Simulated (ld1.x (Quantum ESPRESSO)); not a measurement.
**Sb: one change to a TM semilocal potential, before and after**

ld1.x (Quantum ESPRESSO) 7.5 input, shortened:

```
&input
   title='Sb', zed=51., rel=1, dft='PW91', iswitch=3,
   config='[Kr] 4d10 5s2 5p2 5d-2'
 /
 &inputp
   pseudotype=1, tm=.true., lloc=0,
   nlcc=.true., new_core_ps=.true.
 /
3
5P  2  1   2.00   0.00  2.00  2.00  0.0
5D  3  2  -2.00   0.05  2.00  2.00  0.0
5S  1  0   2.00   0.00  1.45  1.45  0.0
 &test
   configts(1)='5s2 5p2'
 /
```

All-electron outer shells of the reference configuration (PW91, scalar-relativistic, ld1.x):

| shell | level (eV) | outermost node (bohr) | outermost maximum (bohr) |
| --- | --- | --- | --- |
| 5s | -20.73 | 0.95 | 1.88 |
| 5p | -12.06 | 1.04 | 2.24 |

Change: wave 5p (bound): rc 2.00 bohr becomes 5p (bound): rc 1.62 bohr.

Cutoffs: the cutoffs (Ry, on a coarse ladder) from which the occupation-weighted sum of valence levels, in a spherical-Bessel basis at the reference potential, stays within 10 and 1 mRy of its value at 400 Ry; they do not see the model core or the augmentation charge, which bear on the density cutoff. Errors are all-electron minus pseudo energies relative to the spin-unpolarised reference configuration.

Question: What does the change do?

Answer: The potential gets neither clearly harder nor softer (50 Ry and 160 Ry → 55 Ry and 160 Ry); of the 7 tests that both files solve, the error grows in 3 and shrinks in 2 by more than 15 % and 0.3 meV (median size 13.9 → 11.3 meV); the range in which the p phases agree narrows (upper end 3.5 → 0.5); neither file shows a bound ghost. A semilocal file is local in each channel, so a ghost entry of none says nothing of the separable form that plane-wave codes build from it.

```csv
quantity,base,changed
"cutoff, loose",50 Ry,55 Ry
"cutoff, tight",160 Ry,160 Ry
loose cutoff by channel (10 mRy a level),"p 10 Ry, s 35 Ry","p 40 Ry, s 35 Ry"
bound ghosts,none,none
"error for 5s2 5p3, meV [ΔE -8.38 eV]",-0.1,+2.4
"error for 5s2 5p1, meV [ΔE 16.05 eV]",-14,-11
"error for 5s2 5p0, meV [ΔE 40.56 eV]",-79,-81
"error for 5s2 5p3.3, meV [ΔE -9.55 eV]",-0.3,+3.6
"error for 5s0 5p5, meV [ΔE 8.11 eV]",-74,-28
"error for 5s2 5p2.5, meV [ΔE -5.09 eV]",+0.4,+1.0
"error for 5s1 5p0, meV [ΔE 84.96 eV]",-357,-389
s: phases at 2.20 bohr within 0.05 rad from the reference energy up to (Ry; the scan ends near 5),0.2,0.2
p: phases at 2.20 bohr within 0.05 rad from the reference energy up to (Ry; the scan ends near 5),3.5,0.5
d: phases at 2.20 bohr within 0.05 rad from the reference energy up to (Ry; the scan ends near 5),0.5,0.5
```
